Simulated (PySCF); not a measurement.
A GIAO shielding run with PySCF (density fitting, non-relativistic, gas phase) on SMILES C#Cc1coc(C(=O)[O-])c1F, [C₇H₂FO₃]-:

```
$ OMP_NUM_THREADS=1 python probes_run.py task.json out

{"job": {"kind": "nmr", "xc": "PBE0", "basis": "pcSseg-1"}, "charge": -1, "multiplicity": 1}
C      3.396725     0.595464     0.390188
C      2.266915     0.250520     0.171281
C      0.928447    -0.107347    -0.055731
C      0.443454    -1.207522    -0.715938
O     -0.892236    -1.203945    -0.728525
C     -1.337950    -0.105607    -0.078876
C     -2.902904     0.137538     0.048101
O     -3.586870    -0.734224    -0.482462
O     -3.204148     1.160417     0.657240
C     -0.245358     0.599272     0.353093
F     -0.208927     1.750423     1.041039
H      4.386188     0.888996     0.575965
H      0.952274    -2.023497    -1.193102
```

Hardware: 1 thread of an AMD EPYC 7R13, shared host. The job also computes population analyses, field gradients, ring-centre shieldings.

Task: How large is the calculation?

Result: 78 electrons, 197 basis functions and 1017 auxiliary functions.

Task: How long does it take, and how much memory does it need?

Result: 29 s of wall time, with 17 SCF cycles and 5 response iterations; peak memory 0.87 GiB. Times on a shared host scatter by some tens of per cent.
